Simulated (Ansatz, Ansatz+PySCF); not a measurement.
```csv
atom,x (Å),y (Å),z (Å)
Mg,0.0000,0.0000,-1.1898
B,0.0000,0.0000,1.1898
```

Basis set: def2-SVP (spherical functions). Correlated methods keep 2 orbitals frozen. Correlation on ROHF uses semicanonical orbitals with singles. Charge 0, multiplicity 2.

Computed with Ansatz (development build ahead of 0.2.0); each method stands on the lowest determinant of its kind that the runs found.

The atomization energy at this shape (free ground-state atoms in the same class of orbitals less the molecule, no zero-point energy) of doublet MgB:

```json
{"method": "UHF-CCSDT(Q)", "atomization energy": "9.85 kcal/mol"}
{"method": "UHF-CCSD(T)", "atomization energy": "7.30 kcal/mol"}
{"method": "UHF-MP2", "atomization energy": "7.13 kcal/mol"}
{"method": "ROHF-MP2", "atomization energy": "5.10 kcal/mol"}
{"method": "ROHF", "atomization energy": "-7.28 kcal/mol"}
{"method": "UHF", "atomization energy": "9.86 kcal/mol"}
```

**Question.** What does ROHF-CCSD(T) give?

**Answer.** 8.61 kcal/mol. Caution for UHF-CCSDT(Q), UHF-CCSD(T), UHF-MP2, UHF: the unrestricted determinant is a mixture of spin states. Caution for ROHF-CCSD(T), ROHF-MP2, ROHF: an unrestricted determinant lies well below. Caution for UHF-CCSD(T): another reference gives a lower total.
